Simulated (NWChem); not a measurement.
Everything below was run with NWChem. System: C$_{3}$H$_{5}$NOSi, charge 0, spin multiplicity 1, at a geometry optimised with PBE0/def2-SVP. The structure started from a generated list of species. Level: G0W0@PBE/def2-SVP, RI basis def2-svp-rifit.

The NWChem input:

```
start mol
memory heap 200 mb stack 700 mb global 1700 mb
geometry units angstroms nocenter noautoz
  N     -2.298094    -2.309052     0.000000
  C     -1.729372    -1.299859     0.000000
  C     -0.981971    -0.060092     0.000000
  Si     0.898698    -0.321062     0.000000
  C      1.625348     1.470690     0.000000
  O      0.884064     2.423006     0.000000
  H     -1.245201     0.545206     0.882908
  H     -1.245201     0.545206    -0.882908
  H      1.349463    -1.053493    -1.219080
  H      1.349463    -1.053493     1.219080
  H      2.739821     1.626326     0.000000
  symmetry group Cs
end
basis spherical
  * library def2-svp
end
basis "ri basis" bse spherical
  * library def2-svp-rifit
end
dft
  xc xpbe96 cpbe96
  iterations 100
  direct
  tolerances tight
end
task dft energy
gw
  states alpha occ 4 vir 2
end
task dft gw
```

NWChem printed:

```
             Northwest Computational Chemistry Package (NWChem) 7.3.0
             --------------------------------------------------------

                                NWChem Input Module
                                -------------------

 Scaling coordinates for geometry "geometry" by  1.889725989
 (inverse scale =  0.529177249)

 Turning off AUTOSYM since
 SYMMETRY directive was detected!

                             Geometry "geometry" -> ""
                             -------------------------

 Output coordinates in angstroms (scale by  1.889725989 to convert to a.u.)

  No.       Tag          Charge          X              Y              Z
 ---- ---------------- ---------- -------------- -------------- --------------
    1 N                    7.0000    -2.29809400    -2.30905200     0.00000000
    2 C                    6.0000    -1.72937200    -1.29985900     0.00000000
    3 C                    6.0000    -0.98197100    -0.06009200     0.00000000
    4 Si                  14.0000     0.89869800    -0.32106200     0.00000000
    5 C                    6.0000     1.62534800     1.47069000     0.00000000
    6 O                    8.0000     0.88406400     2.42300600     0.00000000
    7 H                    1.0000    -1.24520100     0.54520600     0.88290800
    8 H                    1.0000    -1.24520100     0.54520600    -0.88290800
    9 H                    1.0000     1.34946300    -1.05349300    -1.21908000
   10 H                    1.0000     1.34946300    -1.05349300     1.21908000
   11 H                    1.0000     2.73982100     1.62632600     0.00000000

 Effective nuclear repulsion energy (a.u.)     247.0651459902

            Nuclear Dipole moment (a.u.)
            ----------------------------
        X                 Y               Z
 ---------------- ---------------- ----------------
     0.0000018897     0.0000037795     0.0000000000

      Symmetry information
      --------------------

 Group name             Cs
 Group number              2
 Group order               2
 No. of unique centers     9

      Symmetry unique atoms
[...]
     L   x y z        total         alpha         beta         nuclear
     -   - - -        -----         -----         ----         -------
     0   0 0 0     -0.000000    -26.000000    -26.000000     52.000000

     1   1 0 0      1.150717      0.575358      0.575358      0.000002
     1   0 1 0      0.708850      0.354423      0.354423      0.000004
     1   0 0 1      0.000000      0.000000      0.000000      0.000000

     2   2 0 0    -33.496117   -210.225991   -210.225991    386.955864
     2   1 1 0     -5.857855   -143.416184   -143.416184    280.974514
     2   1 0 1     -0.000000     -0.000000     -0.000000      0.000000
     2   0 2 0    -41.907809   -225.092038   -225.092038    408.276267
     2   0 1 1      0.000000      0.000000      0.000000      0.000000
     2   0 0 2    -30.538965    -23.360381    -23.360381     16.181796

 Task  times  cpu:       23.2s     wall:       23.2s

                                NWChem Input Module
                                -------------------

                                 NWChem GW Module
                                 ----------------

                             ***********************
                             ***        GW       ***
                             ***********************

 Summary of "ri basis" -> "ri basis" (spherical)
 ------------------------------------------------------------------------------
       Tag                 Description            Shells   Functions and Types
 ---------------- ------------------------------  ------  ---------------------
 N                       def2-svp-rifit             16       48   6s5p4d1f
 C                       def2-svp-rifit             16       48   6s5p4d1f
 Si                      def2-svp-rifit             20       62   8s5p5d2f
 O                       def2-svp-rifit             16       48   6s5p4d1f
 H                       def2-svp-rifit              6       14   3s2p1d

                 Memory Information
                 ------------------
          Available GA per process is          1699.9 MBs
          Available stack per process is        700.0 MBs
          Available heap per process is           0.0 MBs

          Peak memory in Initialization
              Peak GA per process is                 10.0 MBs
              Peak stack per process is               0.1 MBs
              Peak heap per process is               10.5 MBs
              Memory not in MA per process            0.0 MBs

          Peak memory in AFF Calculation
              Peak GA per process is                 54.3 MBs
              Peak stack per process is              39.0 MBs
              Peak heap per process is                0.0 MBs
              Memory not in MA per process           39.0 MBs

          Computing 2-center integrals
          Computing Inverse Cholesky factor
          Computing 3-center integrals
          Computing V_xc ...

          Computing Sigma_x
          Computing RPA polarizability
          Solving quasiparticle equations

                  Alpha Orbitals
          State     Energy (eV)     Error (eV)
          -----------------------------------
@GW        23        -11.231           0.002
@GW        24        -11.126           0.002
@GW        25        -10.558           0.002
@GW        26         -8.666           0.002
@GW        27          0.539           0.002
@GW        28          2.646           0.002

   Applying  -2.7336 eV scissor-shift to rest of particle states

   Applying   3.5814 eV scissor-shift to rest of hole states

     GW Timing Statistics
   ------------------------
   Init.   :          0.1s
     ERIs  :          2.6s
     Distr.:          0.0s
     Vxc   :          1.0s
   Sigma_x :          0.0s
   RPA     :          5.7s
   Wmn     :          0.1s
   Sigma_c :          0.1s
   GW total:          9.6s

 Task  times  cpu:        9.6s     wall:        9.6s

 Total times  cpu:       32.8s     wall:       32.8s
```
